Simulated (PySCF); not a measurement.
# Core-level binding energies of `O=C[SiH2]S`

Compound: CH₄OSSi.
Numbering: `[O:1]=[CH:2][SiH2:3][SH:4]`

Structure used (PBE0-D3(BJ)/def2-SVP), in Å, numbered top down from 1:
```
atom  x, y, z in Å
O1     0.6303   -1.8626    0.0198
C2     0.9358   -0.7022   -0.1047
Si3   -0.3968    0.7091   -0.0212
S4    -2.2050   -0.3591    0.3075
H5     2.0124   -0.4290   -0.2730
H6    -0.3531    1.4705   -1.3054
H7    -0.0204    1.6425    1.0824
H8    -1.4706   -1.5084    0.2873
```

Computed with delta-SCF UKS SCAN, pcX-2 on the ionised atom, pcseg-1 elsewhere, spin-free X2C (PySCF). Each binding energy is the total energy of the core-ionised species, with the hole localised on one atom, minus that of the ground state; both are solved self-consistently, so orbital relaxation is included.

Task: What binding energy does each computed site have?

Result: 
| atom(s) | environment | level | binding energy (eV) | 2p1/2 (eV) | count |
| --- | --- | --- | --- | --- | --- |
| Si3 | SiH2 silicon | Si 2p3/2 | 107.55 | 108.17 | 1 |
| O1 | carbonyl oxygen | O 1s | 538.89 | – | 1 |
| Si3 | SiH2 silicon | Si 1s | 1847.32 | – | 1 |
| S4 | sulfur bonded to Si and H | S 1s | 2477.16 | – | 1 |

Task: Which photon energy gives electrons from S 1s of S4 a kinetic energy of 20 eV, and what is their de Broglie wavelength?

Result: hν = 2477.16 + 20 = 2497.16 eV, recoil neglected; λ = 12.264 Å/√(E/eV) = 2.74 Å.

Not every level is listed. Spin contamination (⟨S²⟩ against 0.75 for a pure doublet) is marked for O 1s of O1 (0.96), which makes this value less certain. For 2p shells one spin-free hole was relaxed; a mean-field spin–orbit operator and the ground-state splitting of the three 2p orbitals were then diagonalised within the shell. The shell's mean is (2 × 2p3/2 + 2p1/2)/3, and the degeneracies 2j + 1 give areas of 2:1. 2p1/2 minus 2p3/2 (ligand field included): Si 0.62 eV. No level of carbon is listed. Geometry: PBE0-D3(BJ)/def2-SVP, one conformer, isolated molecule.

Hardware: an Arm Neoverse V1 with one thread (shared host). Cost: 31 s.
